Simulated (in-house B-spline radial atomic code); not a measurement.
Results of a calculation; reference values are marked as such.
# Making a Troullier-Martins p channel for Ge, r_c = 0.55 bohr

Ge, [Ar] 3d10 4s2 4p2, non-relativistic PBE, spherical and spin-unpolarised, from a B-spline radial code for spherical atoms (atomic units). The all-electron 3p level is ε = -4.203010 hartree, its outermost node lies just inside 0.24 bohr and its outer maximum at 0.55 bohr.

Inside r_c the pseudo-orbital is u(r) = r^2 exp(p(r)), with p = c0 + c2 r² + c4 r⁴ + … + c12 r¹². The seven coefficients follow from p and its first four derivatives at r_c, from zero curvature of the screened potential at the origin, c4 = −c2²/(2l + 5), and from the norm inside r_c. At r_c the all-electron orbital has P = 1.34011, P' = -0.0493222, the screened potential V = -13.74664, V' = 52.95644, V'' = -270.4181, and the norm inside is Q = 0.3762627.

(1) What are p, p' and p'' at r_c?

For a trial c2 the five matching conditions are linear in c0, c6, c8, c10 and c12, and c2 is varied until the norm inside r_c equals Q. The root nearest zero gives:

```csv
n,c_n
0,2.391126
2,-2.636137
4,-0.9927459
6,11.77606
8,-109.5964
10,316.5983
12,-293.1663
```

(2) Check c4 and p(r_c), and find the screened pseudopotential at the origin.

Orbitals and screened potentials:

```json
{"r (bohr)": "0.055", "P": "-0.4512", "u": "0.03279", "V all-electron": "-469.8", "V pseudo": "-17.38"}
{"r (bohr)": "0.138", "P": "-0.6613", "u": "0.1978", "V all-electron": "-144.2", "V pseudo": "-17.29"}
{"r (bohr)": "0.22", "P": "-0.108", "u": "0.4648", "V all-electron": "-72.4", "V pseudo": "-17.05"}
{"r (bohr)": "0.303", "P": "0.5601", "u": "0.7834", "V all-electron": "-42.66", "V pseudo": "-17.02"}
{"r (bohr)": "0.385", "P": "1.032", "u": "1.077", "V all-electron": "-27.89", "V pseudo": "-17.55"}
{"r (bohr)": "0.468", "P": "1.277", "u": "1.279", "V all-electron": "-19.17", "V pseudo": "-17.22"}
{"r (bohr)": "0.55", "P": "1.34", "u": "1.34", "V all-electron": "-13.75", "V pseudo": "-13.75"}
```

Logarithmic derivatives P'/P at R = 0.85 bohr, for energies E around ε:

```csv
E − ε (hartree),all-electron,pseudo
-0.5,-1.06423,-1.06467
-0.25,-1.44125,-1.44139
-0.1,-1.6891,-1.68913
0,-1.86461,-1.86462
0.1,-2.04916,-2.0492
0.25,-2.34474,-2.34493
0.5,-2.89551,-2.89636
```

(3) With P(R) = 0.9423587 and a norm of 0.7988091 inside R, what slope in energy does norm conservation fix?

Answers

(1) p = ln(P/r_c^2) = ln(1.34011/0.3025) = 1.48843. p' = P'/P − 2/r_c = -0.03680 − 3.63636 = -3.67317. The radial equation gives p'' = 2(V − ε) − 2(2) p'/r_c − p'² = -19.08726 − (-26.71395) − 13.49216 = -5.86547. Differentiating, p''' = 2V' + 2(2)p'/r_c² − 2(2)p''/r_c − 2p'p'' = 56.91, and p'''' = 2V'' − 4(2)p'/r_c³ + 4(2)p''/r_c² − 2(2)p'''/r_c − 2p''² − 2p'p''' = -583.95.

(2) −c2²/7 = -0.992746, as listed. The terms c_n r_c^n are 2.39113, -0.79743, -0.09084, 0.32597, -0.91769, 0.80193, -0.22463, which sum to 1.48843. Inverting the radial equation, V_l(r) = ε + 2 p'/r + (p'' + p'²)/2, so V_l(0) = ε + (2l + 3) c2 = -4.20301 + 5 × (-2.63614) = -17.3837 hartree, finite where the all-electron potential diverges.

(3) d(P'/P)/dE = −2 × (norm inside R)/P(R)² = -1.7990 per hartree·bohr at E = ε, for both atoms, since orbital and norm agree at R. Differences over ±0.1 hartree give -1.8003 (all-electron) and -1.8003 (pseudo), which also hold third-order terms. Half a hartree below ε the two curves differ by -0.0004.
